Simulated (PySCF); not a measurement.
Simulation results for ClFH₂Si₂, CH₃FSi₂, FH₃NSi₂, AlFH₂NSi

Computed with PySCF 2.14.0. Calculation on a computer-drawn molecule: the log of a Hartree-Fock and frozen-core CCSD(T) single point meant for a local Hartree-Fock minimum, with one planted fault or none, to be diagnosed. Offsets are logged minus clean, where the clean run is the same molecule without the fault. The reference is restricted for singlets and unrestricted otherwise, and also for a bond in bohr or an excited solution. Adding or removing an electron swaps singlet and doublet. The excited solution moves the top pair (singlet) or top alpha electron (doublet) to the lowest empty orbital. Highest occupied and lowest empty are orbital energies over both spins, largest force is the largest gradient component, triples share is (T) over the correlation energy, the T1 limit is 0.02 restricted and 0.045 unrestricted, electrons count all cores, a negative frequency is imaginary (commonest isotopes), and the dipole is about the centre of nuclear charge.

Common to all runs: meant basis cc-pV(D+d)Z; logged SCF converged yes; logged CC converged yes; logged SCF stable within its kind yes; possible faults no fault, one electron removed, one electron added, multiplicity raised by two, geometry at a saddle point, SCF held on an excited solution, minimal basis STO-3G, one bond length entered in bohr, all coordinates scaled.

(1) 
```xyz
6
formula=ClFH2Si2 meant_charge=0 meant_multiplicity=1 logged_electrons=56 logged_basis_functions=93 logged_spin_squared=2.0104 logged_highest_occupied=-8.8424 logged_lowest_empty=-0.64245 logged_largest_force=0.033233 logged_T1_diagnostic=0.018592 logged_D1_diagnostic=0.093298 logged_triples_share=0.023308 logged_dipole_magnitude=2.3079 logged_energy_HF=-1138.0148 logged_energy_CCSD(T)=-1138.54979 planted_fault=multiplicity_raised_by_two HF_energy_offset_from_clean_run=10.73 CCSD(T)_energy_offset_from_clean_run=22.66
F     -2.0286    -0.4843     0.6380
Si    -1.3949    -0.1281    -0.8033
Si    -1.1820     2.2294    -1.1464
Cl     0.5856    -0.7571    -0.7651
H     -2.1101    -0.9676    -1.7758
H     -0.9859     1.9948    -2.6299
```

Units: logged_highest_occupied, logged_lowest_empty in eV; logged_largest_force in hartree/bohr; logged_dipole_magnitude in debye; logged_energy_HF, logged_energy_CCSD(T) in hartree; HF_energy_offset_from_clean_run, CCSD(T)_energy_offset_from_clean_run in kcal/mol.

Drawn bonds:
| atom | other atom | order |
| --- | --- | --- |
| 1 | 2 | 1 |
| 2 | 3 | 1 |
| 2 | 4 | 1 |
| 2 | 5 | 1 |
| 3 | 6 | 1 |

(2) 
```xyz
7
formula=CH3FSi2 meant_charge=0 meant_multiplicity=1 logged_electrons=46 logged_basis_functions=89 logged_spin_squared=0 logged_highest_occupied=-7.9394 logged_lowest_empty=1.0803 logged_largest_force=0.052002 logged_T1_diagnostic=0.014119 logged_D1_diagnostic=0.034512 logged_triples_share=0.027652 logged_dipole_magnitude=4.0347 logged_energy_HF=-716.86215 logged_energy_CCSD(T)=-717.40555 planted_fault=all_coordinates_scaled,by_-5.3_% HF_energy_offset_from_clean_run=15.21 CCSD(T)_energy_offset_from_clean_run=20.39
F     -1.3338    -0.0418    -1.9744
Si    -0.4580     0.9941    -1.3127
C      1.1334     0.8848    -1.1377
Si     2.1339    -0.4452    -1.6771
H     -1.3108     2.0124    -0.9117
H      1.5753     1.6851    -0.6608
H      1.0728    -1.2397    -2.2415
```

Units: logged_highest_occupied, logged_lowest_empty in eV; logged_largest_force in hartree/bohr; logged_dipole_magnitude in debye; logged_energy_HF, logged_energy_CCSD(T) in hartree; HF_energy_offset_from_clean_run, CCSD(T)_energy_offset_from_clean_run in kcal/mol.

Drawn bonds:
| atom | other atom | order |
| --- | --- | --- |
| 1 | 2 | 1 |
| 2 | 3 | 2 |
| 3 | 4 | 1 |
| 2 | 5 | 1 |
| 3 | 6 | 1 |
| 4 | 7 | 1 |

(3) 
```xyz
7
formula=CH3FSi2 meant_charge=0 meant_multiplicity=1 logged_electrons=46 logged_basis_functions=89 logged_spin_squared=2.1412 logged_highest_occupied=-6.8329 logged_lowest_empty=0.38614 logged_largest_force=0.040848 logged_T1_diagnostic=0.027271 logged_D1_diagnostic=0.11004 logged_triples_share=0.029638 logged_dipole_magnitude=1.8006 logged_energy_HF=-716.85116 logged_energy_CCSD(T)=-717.38073 planted_fault=multiplicity_raised_by_two HF_energy_offset_from_clean_run=22.11 CCSD(T)_energy_offset_from_clean_run=35.97
F     -1.4085    -0.0442    -2.0849
Si    -0.4836     1.0498    -1.3862
C      1.1968     0.9344    -1.2014
Si     2.2533    -0.4701    -1.7710
H     -1.3841     2.1250    -0.9627
H      1.6634     1.7794    -0.6977
H      1.1329    -1.3091    -2.3669
```

Units: logged_highest_occupied, logged_lowest_empty in eV; logged_largest_force in hartree/bohr; logged_dipole_magnitude in debye; logged_energy_HF, logged_energy_CCSD(T) in hartree; HF_energy_offset_from_clean_run, CCSD(T)_energy_offset_from_clean_run in kcal/mol.

Drawn bonds:
| atom | other atom | order |
| --- | --- | --- |
| 1 | 2 | 1 |
| 2 | 3 | 2 |
| 3 | 4 | 1 |
| 2 | 5 | 1 |
| 3 | 6 | 1 |
| 4 | 7 | 1 |

(4) 
```xyz
7
formula=FH3NSi2 meant_charge=0 meant_multiplicity=2 logged_electrons=47 logged_basis_functions=89 logged_spin_squared=3.7758 logged_highest_occupied=-6.4173 logged_lowest_empty=-0.52693 logged_largest_force=0.11194 logged_T1_diagnostic=0.022449 logged_D1_diagnostic=0.11278 logged_triples_share=0.022605 logged_dipole_magnitude=1.5156 logged_energy_HF=-733.42358 logged_energy_CCSD(T)=-733.95405 planted_fault=multiplicity_raised_by_two HF_energy_offset_from_clean_run=66.95 CCSD(T)_energy_offset_from_clean_run=90.02
F     -0.0426    -0.0349    -1.3743
Si     1.0665     0.0442    -0.1835
N      0.3640     0.0321     1.3360
Si    -0.8145    -0.2396     2.3313
H      1.8225     1.2929    -0.4284
H     -0.6373    -0.1573     3.7877
H     -2.1915    -0.6108     1.9650
```

Units: logged_highest_occupied, logged_lowest_empty in eV; logged_largest_force in hartree/bohr; logged_dipole_magnitude in debye; logged_energy_HF, logged_energy_CCSD(T) in hartree; HF_energy_offset_from_clean_run, CCSD(T)_energy_offset_from_clean_run in kcal/mol.

Drawn bonds:
| atom | other atom | order |
| --- | --- | --- |
| 1 | 2 | 1 |
| 2 | 3 | 2 |
| 3 | 4 | 1 |
| 2 | 5 | 1 |
| 4 | 6 | 1 |
| 4 | 7 | 1 |

(5) 
```xyz
7
formula=FH3NSi2 meant_charge=0 meant_multiplicity=2 logged_electrons=46 logged_basis_functions=89 logged_spin_squared=0 logged_highest_occupied=-16.647 logged_lowest_empty=-6.3461 logged_largest_force=0.095213 logged_T1_diagnostic=0.018532 logged_D1_diagnostic=0.061991 logged_triples_share=0.028902 logged_dipole_magnitude=2.8909 logged_energy_HF=-733.26 logged_energy_CCSD(T)=-733.82383 planted_fault=one_electron_removed HF_energy_offset_from_clean_run=169.6 CCSD(T)_energy_offset_from_clean_run=171.7
F     -0.0426    -0.0349    -1.3743
Si     1.0665     0.0442    -0.1835
N      0.3640     0.0321     1.3360
Si    -0.8145    -0.2396     2.3313
H      1.8225     1.2929    -0.4284
H     -0.6373    -0.1573     3.7877
H     -2.1915    -0.6108     1.9650
```

Units: logged_highest_occupied, logged_lowest_empty in eV; logged_largest_force in hartree/bohr; logged_dipole_magnitude in debye; logged_energy_HF, logged_energy_CCSD(T) in hartree; HF_energy_offset_from_clean_run, CCSD(T)_energy_offset_from_clean_run in kcal/mol.

Drawn bonds:
| atom | other atom | order |
| --- | --- | --- |
| 1 | 2 | 1 |
| 2 | 3 | 2 |
| 3 | 4 | 1 |
| 2 | 5 | 1 |
| 4 | 6 | 1 |
| 4 | 7 | 1 |

(6) 
```xyz
7
formula=FH3NSi2 meant_charge=0 meant_multiplicity=2 logged_electrons=47 logged_basis_functions=89 logged_spin_squared=0.7594 logged_highest_occupied=-7.518 logged_lowest_empty=1.472 logged_largest_force=0.14104 logged_T1_diagnostic=0.01869 logged_D1_diagnostic=0.08938 logged_triples_share=0.022715 logged_dipole_magnitude=3.7535 logged_energy_HF=-733.41922 logged_energy_CCSD(T)=-733.96859 planted_fault=all_coordinates_scaled,by_-10.0_% HF_energy_offset_from_clean_run=69.68 CCSD(T)_energy_offset_from_clean_run=80.9
F     -0.0383    -0.0314    -1.2368
Si     0.9599     0.0398    -0.1652
N      0.3276     0.0289     1.2024
Si    -0.7331    -0.2156     2.0982
H      1.6403     1.1636    -0.3856
H     -0.5736    -0.1416     3.4090
H     -1.9723    -0.5497     1.7685
```

Units: logged_highest_occupied, logged_lowest_empty in eV; logged_largest_force in hartree/bohr; logged_dipole_magnitude in debye; logged_energy_HF, logged_energy_CCSD(T) in hartree; HF_energy_offset_from_clean_run, CCSD(T)_energy_offset_from_clean_run in kcal/mol.

Drawn bonds:
| atom | other atom | order |
| --- | --- | --- |
| 1 | 2 | 1 |
| 2 | 3 | 2 |
| 3 | 4 | 1 |
| 2 | 5 | 1 |
| 4 | 6 | 1 |
| 4 | 7 | 1 |

(7) 
```xyz
6
formula=AlFH2NSi meant_charge=1 meant_multiplicity=1 logged_electrons=44 logged_basis_functions=30 logged_spin_squared=0 logged_highest_occupied=-12.846 logged_lowest_empty=0.8052 logged_largest_force=0.025167 logged_T1_diagnostic=0.024892 logged_D1_diagnostic=0.072594 logged_triples_share=0.065118 logged_dipole_magnitude=5.3535 logged_energy_HF=-677.40076 logged_energy_CCSD(T)=-677.59048 planted_fault=minimal_basis_STO-3G HF_energy_offset_from_clean_run=5231 CCSD(T)_energy_offset_from_clean_run=5433
F     -1.2519     1.0845    -1.1289
Si    -0.9802    -0.0094    -0.0353
N      0.0463     0.1978     1.1393
Al     1.1639     0.5688     2.3194
H     -1.8014    -1.1763    -0.2931
H      2.1900     0.8828     3.4211
```

Units: logged_highest_occupied, logged_lowest_empty in eV; logged_largest_force in hartree/bohr; logged_dipole_magnitude in debye; logged_energy_HF, logged_energy_CCSD(T) in hartree; HF_energy_offset_from_clean_run, CCSD(T)_energy_offset_from_clean_run in kcal/mol.

Drawn bonds:
| atom | other atom | order |
| --- | --- | --- |
| 1 | 2 | 1 |
| 2 | 3 | 2 |
| 3 | 4 | 1 |
| 2 | 5 | 1 |
| 4 | 6 | 1 |

Notes: T1 above single-reference limit.

(8) 
```xyz
6
formula=AlFH2NSi meant_charge=1 meant_multiplicity=1 logged_electrons=43 logged_basis_functions=84 logged_spin_squared=0.7572 logged_highest_occupied=-24.628 logged_lowest_empty=-12.519 logged_largest_force=0.097961 logged_T1_diagnostic=0.017801 logged_D1_diagnostic=0.058074 logged_triples_share=0.02088 logged_dipole_magnitude=7.9302 logged_energy_HF=-685.21545 logged_energy_CCSD(T)=-685.67925
F     -1.2519     1.0845    -1.1289
Si    -0.9802    -0.0094    -0.0353
N      0.0463     0.1978     1.1393
Al     1.1639     0.5688     2.3194
H     -1.8014    -1.1763    -0.2931
H      2.1900     0.8828     3.4211
```

Units: logged_highest_occupied, logged_lowest_empty in eV; logged_largest_force in hartree/bohr; logged_dipole_magnitude in debye; logged_energy_HF, logged_energy_CCSD(T) in hartree.

Drawn bonds:
| atom | other atom | order |
| --- | --- | --- |
| 1 | 2 | 1 |
| 2 | 3 | 2 |
| 3 | 4 | 1 |
| 2 | 5 | 1 |
| 4 | 6 | 1 |

Q: Which fault was planted in the run of AlFH₂NSi (entry 8)?
A: one electron removed

Further results for AlFH₂NSi (entry 8):

```
HF energy offset from clean run      : 326.9 kcal/mol
CCSD(T) energy offset from clean run : 356.8 kcal/mol
```
